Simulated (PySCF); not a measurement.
## What builds the third ionisation energy along the 4d series

Calculated with PySCF 2.14 from differences of total energies of unrestricted determinants, without spin-orbit coupling. Each column adds one step, in eV (sums use unrounded values): valence MP2, valence CCSD, valence triples, then the next inner shell at CCSD(T) (Zr 4s 4p, Nb 4s 4p, Mo 4s 4p, Tc 4s 4p, Ru 4s 4p, Rh 4s 4p, Pd 4s 4p, Ag 4s 4p, Cd 4s 4p). References (NIST) marked * lie between the lowest fine-structure levels; the others compare directly ((s) semi-empirical, (t) theoretical).

```
                                                                                                   element     UHF  + MP2  + CCSD  + (T)  + inner shell     sum         reference
 Zr [Kr] 4d2 → [Kr] 4d1 (x2c-TZVPPall with one added diffuse shell each of s, p, d, f type, spin-free X2C)  22.392  0.096   0.031  0.000          0.361  22.880      23.170 (s) *
 Nb [Kr] 4d3 → [Kr] 4d2 (x2c-TZVPPall with one added diffuse shell each of s, p, d, f type, spin-free X2C)  24.236  0.307   0.064  0.002          0.356  24.965       25.04 (s) *
 Tc [Kr] 4d5 → [Kr] 4d4 (x2c-TZVPPall with one added diffuse shell each of s, p, d, f type, spin-free X2C)  28.799  0.643   0.037  0.013          0.169  29.661       29.55 (s) *
 Ru [Kr] 4d6 → [Kr] 4d5 (x2c-TZVPPall with one added diffuse shell each of s, p, d, f type, spin-free X2C)  26.544  1.237  -0.001  0.042          0.095  27.917       28.47 (s) *
 Rh [Kr] 4d7 → [Kr] 4d6 (x2c-TZVPPall with one added diffuse shell each of s, p, d, f type, spin-free X2C)  29.355  1.325  -0.062  0.049         -0.020  30.648       31.06 (s) *
 Pd [Kr] 4d8 → [Kr] 4d7 (x2c-TZVPPall with one added diffuse shell each of s, p, d, f type, spin-free X2C)  31.135  1.610  -0.156  0.063         -0.029  32.624       32.93 (s) *
 Ag [Kr] 4d9 → [Kr] 4d8 (x2c-TZVPPall with one added diffuse shell each of s, p, d, f type, spin-free X2C)  32.959  1.878  -0.256  0.076         -0.052  34.605  34.8 ± 0.3 (s) *
Cd [Kr] 4d10 → [Kr] 4d9 (x2c-TZVPPall with one added diffuse shell each of s, p, d, f type, spin-free X2C)  35.885  1.958  -0.330  0.077         -0.167  37.423  37.468 ± 0.006 *
```

Problem. Estimate the missing row, Mo [Kr] 4d4 → [Kr] 4d3 (x2c-TZVPPall with one added diffuse shell each of s, p, d, f type, spin-free X2C).

Solution. The calculation gives UHF 26.083; + MP2 0.529; + CCSD 0.063; + (T) 0.008; + inner shell 0.313; sum 26.996. The reference value is 27.13 ± 0.12 (s) *.

What remains against the references is mostly basis incompleteness and, for starred values, spin-orbit coupling.

These are valence bases, so the inner-shell step is incomplete.
